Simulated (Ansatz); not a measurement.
Total energies of Li₄O₂ from Ansatz at PBE0-D4/def2-TZVP, gas phase (1 Eh = 27.2114 eV = 2625.5 kJ/mol). The reference geometry is relaxed at r2SCAN-D4/def2-TZVP.

Cartesian coordinates in Å:
```
Li -1.361 -2.410 -1.353
Li 0.436 0.253 -0.892
Li -0.443 -0.251 0.895
Li 1.372 2.406 1.347
O -0.648 -1.139 -0.637
O 0.644 1.140 0.640
```

| state | geometry | energy (Eh) |
| --- | --- | --- |
| charge 0 singlet | reference | -180.52044 |
| charge 1 doublet | reference | -180.30480 |
| free Li atom (doublet) | – | -7.46705 |
| free O atom (triplet) | – | -75.01860 |

Work out the vertical ionisation energy to the doublet.

E(charge 1 doublet) − E(charge 0 singlet) = -180.30480 − (-180.52044) = 0.21564 Eh = 5.87 eV. For comparison, −ε of the highest occupied level is 4.15 eV at this level, 1.72 eV less.

What is the binding energy per atom against free atoms?

Atoms: 4 × (-7.46705) + 2 × (-75.01860) = -179.90540 Eh. Binding: -179.90540 − (-180.52044) = 0.61504 Eh = 16.74 eV, or 2.79 eV for each of 6 atoms (no zero-point energy, no counterpoise term).

The structure comes from a short search, and lower isomers may exist.
